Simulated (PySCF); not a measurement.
# How methods differ on the excitation energy of S(2+)

S(2+) [Ne] 3s2 3p2 (3P) → S(2+) [Ne] 3s1 3p2 3d1 (high-spin determinant), as a difference of total energies. Calculation: PySCF 2.14, in x2c-QZVPPall with one added diffuse shell each of s, p, d, f type (10s7p5d3f1g, 86 functions); the spin-free X2C one-electron Hamiltonian (Gaussian nucleus). Correlated levels: valence: [Ne] frozen. The calculations carry no spin-orbit coupling.

```json
{"method": "UHF", "excitation energy (eV)": "22.249"}
{"method": "MP2 (valence)", "excitation energy (eV)": "23.427"}
{"method": "SCS-MP2 (valence)", "excitation energy (eV)": "24.077"}
{"method": "CCSD (valence)", "excitation energy (eV)": "22.910"}
{"method": "CCSD(T) (valence)", "excitation energy (eV)": "22.797"}
```

Q: How much does correlation contribute at CCSD(T) (valence)?

A: 22.797 − (22.249) = 0.548 eV, measured against UHF.

The promoted electron is Rydberg-like, and one or two diffuse shells describe it only roughly, which tends to raise the upper state.

The coupled-cluster amplitudes are large for the upper state (T1 above 0.03 or a double amplitude above 0.15), so a single reference is strained.

The determinant of the upper state mixes LS terms, which raises its energy above the lowest term, most at the Hartree-Fock and MP2 levels.
